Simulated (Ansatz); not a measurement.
Molecule: trichloro(methoxy)germane, CH$_{3}$Cl$_{3}$GeO (charge 0, singlet). 
Structure (B3LYP-D3(BJ)/def2-TZVP (Ansatz, a quantum-chemistry and plane-wave program) minimum search):
```xyz
9

C     -2.6735    -0.3731    -0.1316
O     -1.4006    -0.9317    -0.4732
Ge     0.0713    -0.0821    -0.0470
Cl     0.1979     0.1853     2.0777
Cl     1.6871    -1.2736    -0.7456
Cl     0.1145     1.8563    -0.9652
H     -2.7805    -0.2623     0.9500
H     -3.4254    -1.0718    -0.4946
H     -2.8233     0.5960    -0.6130
```

Dipole moments at this geometry, in debye (magnitudes).

```
level               program  dipole (D)
------------------  -------  ----------
PBE/def2-TZVPD       Ansatz        1.70
BLYP/def2-TZVPD      Ansatz        1.71
B3LYP/def2-TZVPD     Ansatz        1.72
BHLYP/def2-TZVPD     Ansatz        1.75
r2SCAN0/def2-TZVPD   Ansatz        1.72
CCSD(T)/def2-SVPD    Ansatz        1.74
```
